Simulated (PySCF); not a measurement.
Worked example: entropy of an ideal gas

H₂OSeTe, SMILES [SeH][Te]O.

Geometry optimised at B3LYP-D3(BJ)/def2-SVP. The def2 effective core potentials stand for the cores of Te; spin–orbit coupling is left out. Other conformers were not sampled.

B3LYP-D3(BJ)/def2-SVP in PySCF gives the harmonic wavenumbers 141, 238, 316, 388, 582, 684, 1001, 2372, 3787 cm⁻¹ and the rotational temperatures 0.4156, 0.0676, 0.0590 K. The molar mass is 224.59 g/mol, the symmetry number 1, the spin multiplicity 1.

Problem. Work out the entropy at 298.15 K and 1 atm in the rigid-rotor, harmonic-oscillator model.

Solution. 
Translation (Sackur–Tetrode at 1 atm): S = R[1.5 ln M + 2.5 ln T − 1.16487] = 176.3 J/(mol K).
Rotation: q = (√π/σ) T^1.5/√(θA θB θC) = 224000, S = R[ln q + 3/2] = 114.9 J/(mol K).
Vibration: with u = 1.4388 ν/T, each mode gives R[u/(e^u − 1) − ln(1 − e^−u)]:
```tsv
ν (cm⁻¹)	modes	u	S (J/(mol K))
141	1	0.68	11.67
238	1	1.15	7.61
316	1	1.52	5.57
388	1	1.87	4.22
582	1	2.81	2.02
684	1	3.30	1.36
1001	1	4.83	0.39
```
The stiffer modes add less than 0.005 each. Sum 32.8 J/(mol K).
Spin: R ln 1 = 0.0 J/(mol K).
Total 324.0 J/(mol K); the program's own thermochemistry gives 324.0. Translation makes up 54 % and vibration 10 %. Anharmonicity, hindered rotation and orbital degeneracy are left out.
